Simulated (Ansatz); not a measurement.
Born–Oppenheimer molecular dynamics of ClH3OZn (6 atoms, charge 0, multiplicity 1). It starts at the highest image of a converged band, a first-order saddle point between two minima.

Method: Ansatz, RKS LDA/def2-mTZVP.

```json
{
  "ensemble": "NVE (velocity Verlet)",
  "time step": "0.5 fs",
  "steps asked": "200",
  "starting velocities drawn for": "300 K",
  "seed": "8183"
}
```

First frame:

```xyz
6
Properties=species:S:1:pos:R:3
Zn -0.143 0.087 0.128
Cl 1.500 -0.922 -1.346
O -1.567 -0.766 0.706
H 1.406 0.500 -0.710
H 0.928 1.319 -0.068
H -2.124 -0.218 1.290
```

Task: What does the run give?

Result: The run went to its last step.

```yaml
steps_done: 200
time_covered: 100 fs
mean_temperature_over_the_second_half: 468 K
spread_of_the_potential_energy_over_the_second_half: 3.8 meV per atom
mean_potential_energy_of_the_second_half_above_the_start: -14.5 meV per atom
```

The conserved energy stayed within 0.031 meV per atom of its start (net change -0.014 meV per atom), so the integration is sound. The system heated up, since it started high on the potential surface and ran downhill. A run of 0.1 ps of so small a system gives no equilibrium averages. The orbitals stay closed-shell, which can raise the energy where a bond breaks towards radicals; this wasn't checked here.

Task: What happens to the structure?

Result: The step under study would form Zn1–H5, Cl2–H4 and break Zn1–Cl2, H4–H5. These pairs go: Zn1–H5 1.64 → 1.50 Å, Cl2–H4 1.56 → 1.30 Å, Zn1–Cl2 2.43 → 3.12 Å, H4–H5 1.14 → 3.06 Å. In the last frame they stand as after the step (other bonds may differ from the relaxed reactants and products). Also parted: Zn1–H4 1.81 → 3.27 Å. It ends as ClH + H2OZn. Pairs count as bonded within 1.25 times the sum of covalent radii (0.12 Å more for H–H). Another seed would give other details.

Task: How do temperature and energy run in time?

Result: 
```tsv
time (fs)	T (K)	potential energy less start (eV)	conserved less start (meV/atom)
0.0	300	0.000	0.00
3.0	267	0.017	0.01
6.0	212	0.046	0.01
9.0	169	0.068	0.01
12.0	140	0.083	0.02
15.0	145	0.080	0.02
18.0	191	0.056	0.01
21.0	221	0.041	0.00
24.0	207	0.048	0.01
27.0	200	0.052	0.01
30.0	201	0.051	0.00
33.0	173	0.066	0.02
36.0	210	0.046	0.01
39.0	242	0.030	0.00
42.0	277	0.012	0.02
45.0	365	-0.034	-0.01
48.0	392	-0.047	0.01
51.0	430	-0.068	-0.01
54.0	415	-0.059	0.02
57.0	412	-0.058	-0.01
60.0	369	-0.035	0.03
63.0	425	-0.065	-0.02
66.0	432	-0.068	0.03
69.0	492	-0.099	-0.01
72.0	508	-0.108	0.01
75.0	533	-0.121	-0.01
78.0	497	-0.102	0.03
81.0	520	-0.114	-0.02
84.0	470	-0.088	0.03
87.0	492	-0.099	-0.01
90.0	479	-0.093	0.02
93.0	497	-0.102	-0.01
96.0	482	-0.094	0.02
99.0	513	-0.110	-0.02
```

Time of the run: 2.6 min on 2 threads of Arm Neoverse V1, with other jobs on the host, peak memory 0.15 GiB.
